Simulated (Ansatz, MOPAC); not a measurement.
Reaction (SMILES): C#CO -> [C-]#CO + H+

Wanted: gas-phase deprotonation energy (enthalpy at 298 K), in kcal/mol. Set-up: non-relativistic; valence correlation only; no dispersion term unless named; no spin-orbit coupling; six Cartesian d functions in 6-31G* and its kin unless marked 5d; PM7 with its own dispersion and hydrogen-bond terms. Basis-set limits of correlation are two-point, X^-3; Hartree-Fock from the larger set. [CCSD(T)-MP2]/basis is that difference in the basis named. Ab initio and DFT rows: single points at B3LYP-D3(BJ) geometries (Ansatz, an electronic-structure program), with unscaled harmonic terms from B3LYP/6-31G* (Ansatz) at its own minima. Semi-empirical rows: MOPAC heats of formation at their own minima for 298 K, the proton's as measured. Anions need diffuse functions, which STO-3G, LANL2DZ, def2-SVP, cc-pVDZ and Pople sets without + lack.

```json
[
 {"species": "C#CO", "coefficient": "-1", "E at B3LYP/6-31G* (Ansatz), Eh": "-152.53088", "E at B3LYP/def2-TZVPD (Ansatz), Eh": "-152.61046", "H(298 K) - E, kcal/mol": "22.74", "heat of formation at PM7 (MOPAC), kcal/mol": "23.96"},
 {"species": "[C-]#CO", "coefficient": "+1", "E at B3LYP/6-31G* (Ansatz), Eh": "-151.88220", "E at B3LYP/def2-TZVPD (Ansatz), Eh": "-151.98932", "H(298 K) - E, kcal/mol": "15.04", "heat of formation at PM7 (MOPAC), kcal/mol": "51.83"},
 {"species": "H+", "coefficient": "+1", "E at B3LYP/6-31G* (Ansatz), Eh": "0.00000", "E at B3LYP/def2-TZVPD (Ansatz), Eh": "0.00000", "H(298 K) - E, kcal/mol": "1.48", "heat of formation at PM7 (MOPAC), kcal/mol": "365.69"}
]
```

Coupled cluster (Ansatz) is a level with limits of its own, used here on species with T1 under 0.025 (0.045 for open shells) and stable references: RI-MP2/CBS(aug-cc-pVTZ,aug-cc-pVQZ)+[CCSD(T)-MP2]/aug-cc-pVTZ. Value to compare with, RI-MP2/CBS(aug-cc-pVTZ,aug-cc-pVQZ)+[CCSD(T)-MP2]/aug-cc-pVTZ (Ansatz): 381.3 kcal/mol. 1 Eh = 627.5095 kcal/mol.

### Question
Work the quantity out at each level, and compare with RI-MP2/CBS(aug-cc-pVTZ,aug-cc-pVQZ)+[CCSD(T)-MP2]/aug-cc-pVTZ (Ansatz).

### Answer

- B3LYP/6-31G*: the sum of coefficient times E is 0.64868 Eh, or 407.05 kcal/mol; the thermal terms add -6.22. Result: 400.8 kcal/mol. Its difference against RI-MP2/CBS(aug-cc-pVTZ,aug-cc-pVQZ)+[CCSD(T)-MP2]/aug-cc-pVTZ (Ansatz) is 19.5 kcal/mol.
- B3LYP/def2-TZVPD: the sum of coefficient times E is 0.62114 Eh, or 389.77 kcal/mol; the thermal terms add -6.22. Result: 383.6 kcal/mol. Its difference against RI-MP2/CBS(aug-cc-pVTZ,aug-cc-pVQZ)+[CCSD(T)-MP2]/aug-cc-pVTZ (Ansatz) is 2.3 kcal/mol.
- PM7: the sum of coefficient times heat of formation is 393.56 kcal/mol; it needs no thermal term. Its difference against RI-MP2/CBS(aug-cc-pVTZ,aug-cc-pVQZ)+[CCSD(T)-MP2]/aug-cc-pVTZ (Ansatz) is 12.3 kcal/mol.
